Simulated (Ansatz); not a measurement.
Reaction (homolysis of the Br–In bond): `[OH][In]([Br])[Br]` → Br• + `[OH][In][Br]`•

Isolated molecules relaxed with PBE0-D4/def2-TZVP in Ansatz; ΔE leaves out vibrations. CBS: MP2 limit from def2 TZ/QZ plus the TZ coupled-cluster correction, frozen cores. DFT in def2-TZVPP. No spin–orbit coupling; open shells (•) take unrestricted orbitals. Spin–orbit coupling would lower the free atoms: clearly for Br. Elements past krypton have def2 core potentials. For Br, In outer-core shells are correlated without core-valence functions, so the limit isn't a true one: a few kJ/mol of doubt a bond, and 10 to 20 or more in all where bonds break to atoms. Scalar relativity is left out up to krypton. Each species was taken in one conformer, which may not be the lowest.

| species | revPBE energy (Eh) |
| --- | --- |
| `[OH][In]([Br])[Br]` | -5414.01986 |
| Br• | -2573.89023 |
| `[OH][In][Br]`• | -2840.01759 |

Problem. Work out ΔE.

Solution. ΔE = (-2573.89023) + (-2840.01759) − (-5414.01986) = 0.11204 Eh = +294.2 kJ/mol. CCSD(T)/CBS gives +349.6 kJ/mol.

Largest T1 diagnostic among the species: 0.018.

Leaving LDA and LC-ωPBE aside and taking each functional with its dispersion term where it has one, the values, not all of them listed here, spread over 45.5 kJ/mol, from BLYP-D4 to PBE-QIDH. LDA lies +55.3 kJ/mol from PBE without D4, its usual overbinding. The D4 term adds +8.8 kJ/mol with B3LYP and +4.9 kJ/mol with PBE0; it sums over pairs of atoms, weighted by their polarisabilities, and B3LYP, whose exchange is more repulsive, gets the larger term. From PBE to PBE0 (25 % exact exchange), in def2-TZVPP and without D4, ΔE moves by +7.1 kJ/mol.

B3LYP here is the variant with VWN-RPA as its local correlation; programs differ in this.
